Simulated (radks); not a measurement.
Q: Ionisation ladder of boron, from B to B4+. Each ion is in the ground configuration listed by NIST, and IE = E(next ion) - E(this ion), with E = 0 for the bare nucleus. Method: non-relativistic Kohn-Sham, PBE, spin-polarised, spherical densities, point nucleus; open shells are filled with parallel spins first; computed with a radial shooting solver on a logarithmic mesh with Libxc functionals.

| species | configuration | IE, Delta-SCF (eV) | <r> HOMO (bohr) |
|---|---|---|---|
| B | [He] 2s2 2p1 | ? | 2.25 |
| B+ | [He] 2s2 | 24.606 | 1.78 |
| B2+ | [He] 2s1 | 38.292 | 1.62 |
| B3+ | [He] | 258.72 | 0.327 |
| B4+ | 1s1 | ? | 0.302 |

Estimate the withheld Delta-SCF values.

A: B: 8.489 eV (NIST 8.298); B4+: 339.44 eV (NIST 340.23).
